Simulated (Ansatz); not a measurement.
One change: `C#[C][GeH]([NH2])[SH]` becomes `C#[C][GeH2][NH2]`.

Ansatz, PBE0-D4/def2-TZVP geometries, multiplicity 1. Each molecule was computed in one conformer, which needn't be the lowest.

Scalar relativity is left out up to krypton.

| property | `C#[C][GeH]([NH2])[SH]` |
| --- | --- |
| LUMO energy (B3LYP/def2-TZVPP) / eV | -0.60 |
| HOMO energy (PBE0/def2-TZVPP) / eV | -7.40 |
| HOMO–LUMO gap (ωB97M-V/def2-TZVPP) / eV | 11.14 |
| HOMO–LUMO gap (PBE0/def2-TZVPP) / eV | 7.02 |
| HOMO–LUMO gap (PBE/def2-TZVPP) / eV | 4.89 |
| LUMO energy (PBE/def2-TZVPP) / eV | -1.27 |

Question: What does the change do to each property? (Best estimate.)

Answer: The calculation gave: 
| property | `C#[C][GeH2][NH2]` | shift |
| --- | --- | --- |
| LUMO energy (B3LYP/def2-TZVPP) / eV | -0.37 | 0.23 |
| HOMO energy (PBE0/def2-TZVPP) / eV | -7.57 | -0.17 |
| HOMO–LUMO gap (ωB97M-V/def2-TZVPP) / eV | 11.61 | 0.47 |
| HOMO–LUMO gap (PBE0/def2-TZVPP) / eV | 7.45 | 0.43 |
| HOMO–LUMO gap (PBE/def2-TZVPP) / eV | 5.12 | 0.23 |
| LUMO energy (PBE/def2-TZVPP) / eV | -1.01 | 0.26 |

With PBE0 the HOMO falls by 0.17 eV and the LUMO rises by 0.25 eV, so the gap widens by about 0.42 eV. PBE moves the HOMO by 0.03 eV and ωB97M-V by -0.32 eV.

B3LYP here is the variant with VWN-RPA as its local correlation; programs differ in this.
